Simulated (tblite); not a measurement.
Compound: C₄H₁₂PSi₂ (doublet state).
SMILES with atom numbers: `[CH2:1]=[CH:2][C:3]([CH3:4])[SiH2:5][SiH2:6][PH2:7]` (hydrogens: H8, H9 on C1; H10 on C2; H11, H12, H13 on C4; H14, H15 on Si5; H16, H17 on Si6; H18, H19 on P7)

Structure optimised with GFN2-xTB, isolated species. This method treats the open shell by occupation alone, without spin polarisation.

Problem. Give the optimised bond lengths and angles.

Solution. 
| bond | length (pm) | order |
| --- | --- | --- |
| C1=C2 | 135.9 | double |
| C2–C3 | 139.6 | single |
| C3–C4 | 149.3 | single |
| C3–Si5 | 186.8 | single |
| Si5–Si6 | 234.0 | single |
| Si6–P7 | 224.2 | single |
| C1–H8 | 107.6 | single |
| C1–H9 | 107.5 | single |
| C2–H10 | 108.6 | single |
| C4–H11, C4–H12, C4–H13 | 109.0 | single |
| Si5–H14, Si5–H15 | 147.4 | single |
| Si6–H16, Si6–H17 | 147.0 | single |
| P7–H18, P7–H19 | 138.2 | single |

Bonds in one row agree within 1 pm and their mean is given. Orders are formal, as drawn. A selection of angles:
| angle | degrees |
| --- | --- |
| C2–C1–H8 | 121.6 |
| C2–C1–H9 | 121.3 |
| H8–C1–H9 | 117.1 |
| C1–C2–C3 | 126.0 |
| C1–C2–H10 | 117.2 |
| C3–C2–H10 | 116.8 |
| C2–C3–C4 | 118.7 |
| C2–C3–Si5 | 123.2 |
| C4–C3–Si5 | 118.0 |
| C3–C4–H11 | 111.8 |
| C3–C4–H12 | 110.0 |
| H11–C4–H12 | 108.0 |
| H11–C4–H13 | 109.0 |
| C3–Si5–Si6 | 111.0 |
| C3–Si5–H14 | 106.6 |
| C3–Si5–H15 | 111.0 |
| Si6–Si5–H14 | 111.1 |
| H14–Si5–H15 | 105.6 |
| Si5–Si6–P7 | 114.4 |
| Si5–Si6–H16 | 114.1 |
| P7–Si6–H16 | 103.7 |
| H16–Si6–H17 | 105.8 |
| Si6–P7–H18 | 95.5 |
| H18–P7–H19 | 92.2 |

Torsions: C1–C2–C3–C4 -179° (antiperiplanar); C2–C3–Si5–Si6 -71° (synclinal); C3–Si5–Si6–P7 -174° (antiperiplanar). The mirror-image conformer, all signs reversed, is as good.

Si6 (silicon bonded to P, Si and 2 H) is distorted tetrahedral (angles from 103.7° to 114.4°). The C–C distances run from 1.359 Å (C1=C2, drawn double in one of several resonance forms) to 1.493 Å (C3–C4, drawn single), a spread of 0.134 Å. P7 (phosphorus bonded to Si and 2 H) is pyramidal (angles 95.5°, 95.5° and 92.2°, sum 283.2°, 0.83 Å off the plane of its three neighbours). C3 (carbon bonded to 2 C and Si) is planar (angles 123.2°, 118.7° and 118.0°, sum 360.0°, 0.01 Å off the plane of its three neighbours). C2 (carbon bonded to 2 C and H) is planar (angles 126.0°, 117.2° and 116.8°, sum 360.0°, 0.00 Å off the plane of its three neighbours). C1 (carbon bonded to C and 2 H) is planar (angles 121.6°, 121.3° and 117.1°, sum 360.0°, 0.00 Å off the plane of its three neighbours). Of the pairs four or more bonds apart, Si5···H8 is among the closest relative to their van der Waals radii: 2.86 Å, 87 % of the sum of Bondi's values.

Point group: C1 (no symmetry element, even within 0.4 Å). Its lowest GFN2-xTB frequency is 2 cm⁻¹, too small to tell a flat minimum from a shallow saddle. Torsions: C1–C2–C3–C4 -179°, C2–C3–Si5–Si6 -71°, C3–Si5–Si6–P7 -174°, Si5–Si6–P7–H -45° and 48°.

These are computed values.
